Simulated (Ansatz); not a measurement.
Q: Name a neutral molecule of C, I and H with HOMO energy (PBE0/def2-TZVPP) between -7.00 and -6.70 eV and LUMO energy (B3LYP/def2-TZVPP) between -1.15 and -0.85 eV (Ansatz, PBE0-D4/def2-TZVP geometry).

A: `Ic1ccccc1` (-6.85 eV, -0.93 eV). Other molecules can fit too; these were computed, each in one conformer that needn't be the lowest.

B3LYP here is the variant with VWN-RPA as its local correlation; programs differ in this.
